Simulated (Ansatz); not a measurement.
One change: `FCCF` becomes `FCCBS`.

Ansatz, PBE0-D4/def2-TZVP geometries, multiplicity 1. Each molecule was computed in one conformer, which needn't be the lowest.

```csv
property,`FCCF`
LUMO energy (ωB97M-V/def2-TZVPP) / eV,2.88
HOMO–LUMO gap (ωB97M-V/def2-TZVPP) / eV,14.86
HOMO energy (PBE/def2-TZVPP) / eV,-7.75
LUMO energy (PBE0/def2-TZVPP) / eV,1.42
HOMO–LUMO gap (PBE0/def2-TZVPP) / eV,10.97
LUMO energy (PBE/def2-TZVPP) / eV,0.59
```

(1) Give the same properties after the change, and the shifts. (Estimate.)

Answers

(1) The calculation gave: 
```tsv
property	`FCCBS`	shift
LUMO energy (ωB97M-V/def2-TZVPP) / eV	1.08	-1.80
HOMO–LUMO gap (ωB97M-V/def2-TZVPP) / eV	11.52	-3.34
HOMO energy (PBE/def2-TZVPP) / eV	-7.08	0.67
LUMO energy (PBE0/def2-TZVPP) / eV	-0.93	-2.35
HOMO–LUMO gap (PBE0/def2-TZVPP) / eV	7.31	-3.66
LUMO energy (PBE/def2-TZVPP) / eV	-1.90	-2.49
```

With PBE0 the HOMO rises by 1.31 eV and the LUMO falls by 2.35 eV, so the gap narrows by about 3.66 eV. PBE moves the HOMO by 0.67 eV and ωB97M-V by 1.54 eV.
